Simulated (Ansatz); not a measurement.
(NaH)4 ring (Na4H4). Total charge 0; singlet. Geometry PBE0-D4/def2-SVP, basis def2-TZVP, Ansatz.

Cartesian coordinates in Å:
```
Na 2.280 1.162 -0.272
Na 0.330 -1.152 -2.277
Na -2.280 -1.162 0.272
Na -0.330 1.152 2.277
H 1.960 0.007 -1.915
H -1.456 -1.728 -1.497
H -1.960 -0.007 1.915
H 1.456 1.728 1.497
```

| run | HOMO (eV) | LUMO (eV) |
| --- | --- | --- |
| A | -4.49 | -0.74 |
| B | -5.55 | -0.19 |
| C | -4.66 | -0.15 |
| D | -4.83 | -0.63 |
| E | -7.88 | 0.93 |
| F | -7.67 | 0.45 |

Another isomer (singlet) lies 0.18 eV lower at PBE0-D4/def2-TZVP; other spin states weren't run for this one.

The runs used B97M-V, PBE, PBE0, r2SCAN, ωB97M-V, ωB97X-V. Estimate which is which.

A PBE (0 % exact exchange); B PBE0 (25 % exact exchange); C r2SCAN (0 % exact exchange); D B97M-V (0 % exact exchange); E ωB97X-V (range-separated); F ωB97M-V (range-separated). Exact exchange lowers occupied and raises empty levels; among semilocal functionals meta-GGAs tend to open the gap a little, and such runs are hard to tell apart. The gap grows from 3.75 eV (PBE) to 8.81 eV (ωB97X-V).
